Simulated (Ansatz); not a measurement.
`CC(C)[CH2][AlH2]` + CH₃NH₂ → `C[NH][AlH2]` + `CC(C)C` at 500 K and 1 bar (ligand exchange at the Al–C bond).

Gas-phase electronic energies from Ansatz, PBE0-D4/def2-TZVP geometries. CCSD(T)/CBS adds triple-zeta CCSD(T) − MP2 to the extrapolated MP2 energy (def2 sets, frozen cores). One conformer a species, not always the lowest.

```tsv
species	CCSD(T)/CBS energy (Eh)	H − E (kJ/mol)	S (J/(mol·K))
`CC(C)[CH2][AlH2]`	-400.83779	407.4	444.9
CH₃NH₂	-95.75281	191.8	270.3
`C[NH][AlH2]`	-338.38977	213.6	341.5
`CC(C)C`	-158.24397	386.8	353.2
```

H − E and S are ideal-gas, rigid-rotor, harmonic terms from PBE0-D4/def2-TZVP, for one conformer and one mirror image of each species. 1 Eh = 2625.50 kJ/mol, R = 8.31446 J/(mol·K).

Question: By hand: ΔE, ΔH, ΔS and ΔG.

Answer: ΔE = (-338.38977) + (-158.24397) − (-400.83779) − (-95.75281) = -0.04314 Eh = -113.3 kJ/mol. Δ(H − E) = 213.6 + 386.8 − 407.4 − 191.8 = 1.2, so ΔH = -112.1 kJ/mol. ΔS = 341.5 + 353.2 − 444.9 − 270.3 = -20.5 J/(mol·K). ΔG = -112.1 − 500 × (-20.5)/1000 = -101.8 kJ/mol.

Question: By hand: the equilibrium constant, and the temperature at which ΔG would vanish if ΔH and ΔS stayed fixed.

Answer: log₁₀ K = −ΔG/(RT ln 10) = 10.6. ΔG = 0 at ΔH/ΔS = 5468 K, far beyond where these terms or the molecules hold.

ΔH outweighs TΔS. A doubt of 5 kJ/mol in ΔE shifts log₁₀ K by 0.5 here. Other conformers and mirror images would add mixing entropy, several J/(mol·K) or more a flexible species. These are equilibria of isolated gas molecules and say nothing of rates. Largest T1 diagnostic: 0.012 (customary marks: 0.02 for closed shells, 0.045 for open ones).
